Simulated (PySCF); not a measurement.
**Working out the ionisation energy of In²⁺**

In²⁺ [Kr] 4d10 5s1 (2S) → In³⁺ [Kr] 4d10 (1S). Calculation: PySCF 2.14, in x2c-TZVPPall (8s6p4d2f, 60 functions); scalar relativity by spin-free X2C-1e. Frozen: [Ar] 3d10. Energies in hartree (1 hartree = 27.21139 eV):

| part | In²⁺ (lower) | In³⁺ (upper) |
| --- | --- | --- |
| UHF | -5877.423419 | -5876.443599 |
| CCSD correlation | -0.288614 | -0.246517 |
| (T) | -0.005129 | -0.003762 |

Question: What does Hartree-Fock give?

Answer: (-5876.443599) − (-5877.423419) = 0.979820 hartree = 26.662 eV.

Question: What do CCSD and CCSD(T) give?

Answer: The CCSD correlation energies differ by 0.042097 hartree = 1.146 eV and the triples by 0.001367 hartree = 0.037 eV, so CCSD gives 27.808 eV and CCSD(T) 27.845 eV.

Measured between the centres of the two terms (NIST): 28.044 eV, so CCSD(T) (valence and next inner shell) is off by -0.199 eV.

What remains against the reference includes basis incompleteness, the frozen core and higher excitations.
